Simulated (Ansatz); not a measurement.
`CCC(O)(F)F` + `[OH][In]([F])[F]` → `CC[O][In]([F])[F]` + `OC(F)F`  (substitution at a C–C bond)

Calculated with Ansatz (gas phase, PBE0-D4/def2-TZVP geometries, no zero-point term in ΔE). CCSD(T)/CBS adds triple-zeta CCSD(T) − MP2 to the extrapolated MP2 energy (def2 sets, frozen cores). Functionals use def2-TZVPP. Elements past krypton have def2 core potentials. For In outer-core shells are correlated without core-valence functions, which leaves a few kJ/mol of doubt a bond. Each species was taken in one conformer, which may not be the lowest.

| level | ΔE (kcal/mol) | difference from CCSD(T)/CBS |
| --- | --- | --- |
| PBE-D4 | 15.4 | -2.0 |
| PBE0-D4 | 16.8 | -0.6 |
| ωB97X-V | 17.3 | -0.1 |
| ωB97M-V | 18.1 | 0.7 |
| B2PLYP | 16.4 | -1.0 |
| PBE | 15.5 | -1.9 |
| HF/def2-TZVPP | 16.4 | -1.0 |
| MP2/def2-QZVPP | 18.2 | 0.8 |
| HF/CBS(def2) | 16.3 | -1.1 |
| MP2/CBS(def2) | 18.4 | 1.0 |
| CCSD(T)/CBS | 17.4 | 0 |

Largest T1 diagnostic among the species: 0.018.

From PBE to PBE0 (25 % exact exchange), in def2-TZVPP and without D4, ΔE moves by +1.4 kcal/mol.
